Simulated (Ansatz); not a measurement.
A series at Si: from `N#C[Si](C#N)(C#N)C#N`, ligands are replaced one by one, each step taking up H–F and setting free `C#N`; n counts the steps. Ansatz, PBE0-D4/def2-TZVP geometries.

CBS adds triple-zeta CCSD(T) − MP2 to the MP2 limit, frozen cores; atoms without spin–orbit coupling. 

```tsv
n	molecule	atomization energy, CCSD(T)/CBS (kJ/mol)
0	`N#C[Si](C#N)(C#N)C#N`	4736.5
1	`N#C[Si](F)(C#N)C#N`	4146.7
2	`N#C[Si](F)(F)C#N`	3566.1
3	`N#C[Si](F)(F)F`	2988.0
4	`F[Si](F)(F)F`	?
```

Problem. By hand: fit a straight line y = ȳ + b (n − n̄) to the 4 given rows and predict n = 4.

Solution. n̄ = 1.500, ȳ = 3859.32; Σ(n − n̄)(y − ȳ) = -2913.05, Σ(n − n̄)² = 5.000, so b = -582.61 kJ/mol a step. Prediction: 3859.32 + (-582.61) × (2.500) = 2402.8 kJ/mol.

Problem. By hand: compare with the computed value, 2404.1 kJ/mol, and give the steps along the whole series.

Solution. The line misses by 1.3 kJ/mol (computed minus predicted). Steps: -589.8, -580.6, -578.1, -583.9 kJ/mol.

The steps differ by at most 11.7 kJ/mol, 2.0 % of a mean step, so the ligands' effects nearly add and a line is close. The miss is 0.1 % of the series' range. The energies themselves are unsure by some kJ/mol a bond, though much of that is common to the series.
